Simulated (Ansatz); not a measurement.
Computed with Ansatz.

A structure relaxed at PBE0-D4/def2-TZVP, charge 0, multiplicity 1:

Cartesian coordinates in Å:
```
C 1.548 -0.097 -0.770
Al 0.258 0.277 0.646
C -1.662 -0.093 0.309
F -2.471 0.223 1.406
H 2.304 -0.811 -0.426
H 1.095 -0.503 -1.678
H 2.093 0.813 -1.047
H 0.709 0.867 2.049
H -1.835 -1.150 0.064
H -2.039 0.473 -0.554
```

**Question.** Give its formula and SMILES.

**Answer.** C2H6AlF, `[CH3][AlH][CH2]F`.

**Question.** Point group (tolerance 0.08 Å, 0.16 Å for H)?

**Answer.** Cs.

**Question.** Summarise the bond lengths by kind.

**Answer.** 2 × Al–C 1.952 to 1.984 Å; 5 × C–H 1.093 to 1.099 Å; 1 × Al–H 1.587 Å; 1 × C–F 1.399 Å.
